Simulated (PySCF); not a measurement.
## Bonding in `O=CO/C=C/[C@H]1CO[SiH2]O1`

Compound: C₅H₈O₄Si.
Numbering: `[O:1]=[CH:2][O:3]/[CH:4]=[CH:5]/[C@H:6]1[CH2:7][O:8][SiH2:9][O:10]1` (hydrogens: H11 on C2; H12 on C4; H13 on C5; H14 on C6; H15, H16 on C7; H17, H18 on Si9)

Geometry (GFN2-xTB, Å), atoms numbered from 1 in this order:
```xyz
18
C5H8O4Si angstrom
O      4.218   -0.124   -1.226
C      3.951   -0.425   -0.101
O      2.745   -0.429    0.461
C      1.664   -0.045   -0.304
C      0.441   -0.039    0.198
C     -0.774    0.356   -0.582
C     -1.785   -0.821   -0.636
O     -2.730   -0.622    0.370
Si    -2.733    0.927    0.913
O     -1.427    1.422    0.052
H      4.685   -0.753    0.652
H      1.904    0.232   -1.323
H      0.266   -0.313    1.227
H     -0.491    0.677   -1.589
H     -1.282   -1.778   -0.473
H     -2.290   -0.843   -1.607
H     -3.879    1.686    0.444
H     -2.493    0.899    2.346
```

Bond orders from the PBE0/pcSseg-1 density (PySCF). One conformer (not necessarily the lowest) at the GFN2-xTB geometry, without solvent, vibrations or thermal averaging.

Where do the orders between heavy atoms depart from those drawn in the SMILES?

The largest departure is 0.142, at C4–C5 (drawn double, 1.858). Drawn single, order below 0.88: O10–C6 (0.868).

Set the Mayer orders of the bonds between heavy atoms beside their lengths.

```csv
bond,drawn as,length (Å),Mayer order
O1–C2,double,1.194,1.966
C2–O3,single,1.330,1.096
O3–C4,single,1.379,0.886
C4–C5,double,1.322,1.858
C5–C6,single,1.496,0.977
C6–C7,single,1.553,1.003
C7–O8,single,1.395,0.891
O8–Si9,single,1.642,0.975
Si9–O10,single,1.641,0.976
O10–C6,single,1.401,0.868
```

Bonds between the same two heavy elements. C–O: lowest O10–C6 (0.868, 1.401 Å), highest O1–C2 (1.966, 1.194 Å). C–C: lowest C5–C6 (0.977, 1.496 Å), highest C4–C5 (1.858, 1.322 Å); in 1 of the 3 pairs the longer bond (by over 0.003 Å) has the higher order (by 0.02 or more). O–Si: all 2 within 0.02 of one another (0.975 to 0.976).

And the bonds to hydrogen?

C–H: 0.94 to 0.96 (6 bonds); H–Si: 0.90 (2 bonds).

Sum the orders of all bonds at each heavy atom with more than one neighbour and set the sums beside the valence in the SMILES.

C2 4.003 (drawn 4), O3 1.982 (drawn 2), C4 3.699 (drawn 4), C5 3.775 (drawn 4), C6 3.805 (drawn 4), C7 3.795 (drawn 4), O8 1.866 (drawn 2), Si9 3.753 (drawn 4), O10 1.844 (drawn 2). Orders between atoms that aren't bonded are not in these sums.

The Mayer order sums products of elements of PS (density times overlap matrix) between the two atoms' basis functions, so it depends on the basis set.
